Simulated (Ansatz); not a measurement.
Problem. Name a neutral molecule of B, C, Si and H with HOMO energy (B3LYP/def2-TZVPP) between -7.95 and -7.65 eV and HOMO–LUMO gap (ωB97M-V/def2-TZVPP) between 9.75 and 10.05 eV (Ansatz, PBE0-D4/def2-TZVP geometry).

Solution. `B[SiH2]C` (-7.92 eV, 9.92 eV); `BC(C)B[SiH3]` (-7.77 eV, 10.02 eV). Other molecules can fit too; these were computed, each in one conformer that needn't be the lowest.

B3LYP here is the variant with VWN-RPA as its local correlation; programs differ in this.
